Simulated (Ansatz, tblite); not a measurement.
Isomers of Sn$_{3}$Bi$_{2}$ (singlet), found by a short tight-binding search and relaxed with PBE-D4/def2-SVP in Ansatz.

In the def2 sets Bi, Sn take a core potential; there is no spin–orbit coupling. The xTB rows come from tblite. B3LYP takes the VWN-RPA correlation. Correlated methods freeze 20 core orbitals; core or outer-core shells of Bi, Sn are correlated, in sets that lack core-valence functions.

Run but left out: HF/def2-SVP (C: restricted singlet, unstable towards broken spin symmetry).

C: The restricted singlet is unstable towards broken spin symmetry in Hartree–Fock (as tested in another run); at PBE-D4/def2-TZVP, r2SCAN-D4/def2-TZVP, B3LYP-D4/def2-TZVP, PBE0-D4/def2-TZVP and others this wasn't settled. At CCSD(T)/def2-SVP T1 of the charge 0 singlet is large (up to 0.023), so the single-reference result is doubtful. At CCSD(T)/def2-SVP the restricted singlet (for correlated methods, its reference) is unstable: a solution with broken spin symmetry lies lower.

Other spin states were run for one of them alone.

A:

```xyz
5

Bi   -0.891    1.633   -1.378
Bi   -1.691   -0.516    0.591
Sn    1.030   -1.592    1.330
Sn    0.874    1.341    0.972
Sn    0.679   -0.865   -1.516
```

B:

```xyz
5

Bi    1.514    0.991    0.257
Bi    0.059   -1.683    0.709
Sn   -0.969    0.867    2.005
Sn   -1.422    0.626   -0.873
Sn    0.817   -0.800   -2.099
```

C:

```csv
atom,x (Å),y (Å),z (Å)
Bi1,0.0092,-2.4346,-1.5607
Bi2,-0.8273,1.3214,2.4310
Sn3,-0.0069,2.1565,-0.1437
Sn4,1.5549,-0.0665,-1.4898
Sn5,-0.7300,-0.9768,0.7632
```

Problem. Estimate which lies lowest at each level, and how far above it the others are (kJ/mol).

Solution. 
```json
{"level": "GFN1-xTB", "A": "16.7", "B": "0.0", "C": "202.4"}
{"level": "GFN2-xTB", "A": "9.1", "B": "0.0", "C": "198.3"}
{"level": "PBE-D4/def2-TZVP", "A": "17.3", "B": "0.0", "C": "168.6"}
{"level": "r2SCAN-D4/def2-TZVP", "A": "19.7", "B": "0.0", "C": "174.4"}
{"level": "B3LYP-D4/def2-TZVP", "A": "16.4", "B": "0.0", "C": "154.6"}
{"level": "PBE0-D4/def2-TZVP", "A": "20.4", "B": "0.0", "C": "181.3"}
{"level": "ωB97M-V/def2-TZVP", "A": "24.4", "B": "0.0", "C": "193.8"}
{"level": "MP2/def2-SVP", "A": "16.8", "B": "0.0", "C": "204.8"}
{"level": "CCSD/def2-SVP", "A": "18.8", "B": "0.0", "C": "166.4"}
{"level": "CCSD(T)/def2-SVP", "A": "16.9", "B": "0.0", "C": "162.6"}
```
Point groups (tolerance 0.1 Å): A Cs, B C2v, C C2. Lower isomers may exist.
